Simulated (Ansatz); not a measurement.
Geometry optimisation, Ansatz 0.2.0, DFT PBE, scalar-relativistic, plane waves, PAW.

Input:

```yaml
crystal:
  lattice:
    - [16.74, 0.0, 0.0]
    - [0.0, 7.891312, 0.0]
    - [0.0, 0.0, 16.945656]
  atoms:
    - { symbol: Ca, position: [0.0, 0.0, 0.0590122] }
    - { symbol: Ca, position: [0.3333333, 0.0, 0.0590122] }
    - { symbol: Ca, position: [0.6666667, 0.0, 0.0590122] }
    - { symbol: Ca, position: [0.0, 0.5, 0.0590122] }
    - { symbol: Ca, position: [0.3333333, 0.5, 0.0590122] }
    - { symbol: Ca, position: [0.6666667, 0.5, 0.0590122] }
    - { symbol: Ca, position: [0.1666667, 0.25, 0.175433] }
    - { symbol: Ca, position: [0.5, 0.25, 0.175433] }
    - { symbol: Ca, position: [0.8333333, 0.25, 0.175433] }
    - { symbol: Ca, position: [0.1666667, 0.75, 0.175433] }
    - { symbol: Ca, position: [0.5, 0.75, 0.175433] }
    - { symbol: Ca, position: [0.8333333, 0.75, 0.175433] }
    - { symbol: Ca, position: [0.0, 0.0, 0.2918539] }
    - { symbol: Ca, position: [0.3333333, 0.0, 0.2918539] }
    - { symbol: Ca, position: [0.6666667, 0.0, 0.2918539] }
    - { symbol: Ca, position: [0.0, 0.5, 0.2918539] }
    - { symbol: Ca, position: [0.3333333, 0.5, 0.2918539] }
    - { symbol: Ca, position: [0.6666667, 0.5, 0.2918539] }
    - { symbol: Mg, position: [0.2215858, 0.3366856, 0.4293523] }
basis:
  ecutwfc: 420.0
kpoints:
  mp_grid: { grid: [1, 2, 1] }
hamiltonian:
  xc: pbe
scf:
  occupations: { method: gaussian, width: 0.1 }
  lower_state_search: "off"
relax:
  f_tol: 0.03
  max_steps: 60
  adjacent_minimum: "off"
  constraints: [{ sites: [0, 1, 2, 3, 4, 5] }]
output:
  write_density: true
  write_potential: true
  elf: true
  volumetric_format: npy
```

Command:

```bash
$ ansatz run input.yaml --threads 4 --pin off --max-ram 10240MiB --backend cpu --events-out ev --progress --plain --runs-dir out
```

Question: Where does it end, and by what steps?

Answer: The run converged. The force dipped under the threshold on the way, but the program's further checks kept it going. Limits of this set-up: coarse k mesh, thin slab, slab without dipole correction, a typed lattice constant that wasn't relaxed here. After 10 steps the energy has fallen by 0.845 eV; Mg19 moved furthest, 1.69 Å. Joined: Ca7–Mg19 (4.45 → 3.22 Å), Ca13–Mg19 (5.12 → 3.53 Å), Ca16–Mg19 (4.57 → 3.53 Å).

```csv
step,energy less start (eV),largest force component (eV/Å),accepted
0,0.0000,0.309,yes
1,-0.1511,0.330,yes
2,-0.2908,0.410,yes
3,-0.4217,0.450,yes
4,-0.5439,0.433,yes
5,-0.6507,0.349,yes
6,-0.7377,0.290,yes
7,-0.8021,0.133,yes
8,-0.8378,0.044,yes
9,-0.8442,0.018,yes
10,-0.8446,0.007,yes
```

```xyz
19
Lattice="16.7400 0.0000 0.0000 0.0000 7.8913 0.0000 0.0000 0.0000 16.9457" Properties=species:S:1:pos:R:3
Ca 0.000 0.000 1.000
Ca 5.580 0.000 1.000
Ca 11.160 0.000 1.000
Ca 0.000 3.946 1.000
Ca 5.580 3.946 1.000
Ca 11.160 3.946 1.000
Ca 2.795 1.976 2.804
Ca 8.338 1.975 2.845
Ca 13.977 1.975 2.861
Ca 2.795 5.919 2.869
Ca 8.309 5.922 2.852
Ca 14.007 5.923 2.866
Ca 0.133 0.050 4.752
Ca 5.461 0.053 4.757
Ca 11.143 0.003 4.676
Ca 0.126 3.907 4.750
Ca 5.467 3.905 4.754
Ca 11.143 3.953 4.674
Mg 2.796 1.982 6.023
```

Whether the end is a true minimum wasn't checked by a vibrational analysis.

The run took 44 s on 4 threads of AMD EPYC 9R45 96-Core Processor (Zen 5), on a shared host, peak memory 2.8 GiB.
